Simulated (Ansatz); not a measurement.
def2 core potentials replace the inner electrons of Te.

B3LYP has the VWN-RPA correlation part, as in Gaussian. 

Z-matrix (Å, degrees):
```
C
C 1 1.3988
H 2 1.0923 1 119.51
C 2 1.3977 3 121.03 1 -179.79
H 4 1.0931 2 119.48 3 -0.23
C 4 1.3982 5 120.04 2 -179.69
H 6 1.0924 4 120.19 5 -0.15
C 6 1.3981 7 120.11 4 179.94
H 8 1.0930 6 120.15 7 -0.14
C 8 1.3977 9 119.54 6 179.62
H 10 1.0941 8 119.47 9 -0.40
Te 1 2.1406 2 119.29 3 -0.22
O 12 2.0177 1 95.10 2 9.21
H 13 0.9696 12 106.39 1 86.74
```
Charge 0, multiplicity 1.

Q: What total energy, HOMO, hole reorganisation energy (four-point), adiabatic ionisation energy (no zero-point term) and vertical ionisation energy (Delta-SCF) does B3LYP-D3(BJ)/def2-TZVP // B3LYP-D3(BJ)/def2-SVP (Ansatz, a program for electronic structure) give?

A: 
```json
{
  "total_energy": "-575.7215 Ha",
  "HOMO": "-5.77 eV",
  "hole reorganisation energy (four-point)": "0.447 eV",
  "adiabatic ionisation energy (no zero-point term)": "7.49 eV",
  "vertical ionisation energy (Delta-SCF)": "7.74 eV"
}
```
